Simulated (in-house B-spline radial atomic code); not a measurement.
Ionising the neon ion Ne⁸⁺ with different functionals

Computed with a radial B-spline atomic code at the basis-set limit: non-relativistic Hamiltonian, point nucleus, spin-polarised at highest spin, spherical fractional occupations for the functionals, and exact exchange of hybrids averaged over the configuration. The ionisation energy is the difference of two self-consistent energies, 1s2 → 1s1, without Breit or QED terms; ε is the level of the shell that loses the electron (its least bound occupied spin orbital).

```json
{"method": "PBE0", "rung": "global hybrid", "ΔSCF (eV)": "1193.59", "-ε(1s) (eV)": "1150.03"}
{"method": "B3LYP", "rung": "global hybrid", "ΔSCF (eV)": "1194.30", "-ε(1s) (eV)": "1147.55"}
{"method": "TPSSh", "rung": "global hybrid", "ΔSCF (eV)": "?", "-ε(1s) (eV)": "?"}
{"method": "M06-2X", "rung": "global hybrid", "ΔSCF (eV)": "1195.16", "-ε(1s) (eV)": "1164.30"}
{"method": "BHandHLYP", "rung": "global hybrid", "ΔSCF (eV)": "1194.65", "-ε(1s) (eV)": "1165.99"}
{"method": "r2SCAN0", "rung": "global hybrid", "ΔSCF (eV)": "1194.81", "-ε(1s) (eV)": "1155.11"}
{"method": "B97-1", "rung": "global hybrid", "ΔSCF (eV)": "?", "-ε(1s) (eV)": "?"}
{"method": "HSE06", "rung": "range-separated hybrid", "ΔSCF (eV)": "1193.69", "-ε(1s) (eV)": "1149.65"}
{"method": "wB97X", "rung": "range-separated hybrid", "ΔSCF (eV)": "1197.24", "-ε(1s) (eV)": "1149.52"}
{"method": "CAM-B3LYP", "rung": "range-separated hybrid", "ΔSCF (eV)": "1194.25", "-ε(1s) (eV)": "1149.41"}
{"method": "LC-wPBE", "rung": "range-separated hybrid", "ΔSCF (eV)": "1193.39", "-ε(1s) (eV)": "1140.93"}
```

(1) What does TPSSh give?

(2) What does B97-1 give?

(3) Among the functionals, which spreads more, the ΔSCF values or the orbital energies?

(4) How do they compare with the NIST value?

Results:

(1) ΔSCF 1194.94 eV, and -ε(1s) = 1145.11 eV.

(2) ΔSCF 1194.89 eV, and -ε(1s) = 1148.15 eV.

(3) The orbital energies: ΔSCF values span about 3.85 eV and the orbital energies 25.06 eV; here energy differences depend much less on the functional than eigenvalues do.

(4) NIST lists 1195.808 eV (tabulated theory, ground level to ground level). Errors run from -2.42 to +1.43 eV; M06-2X is closest (-0.65 eV), but part of that can be cancellation, since the calculations leave out relativity, Breit-QED terms.
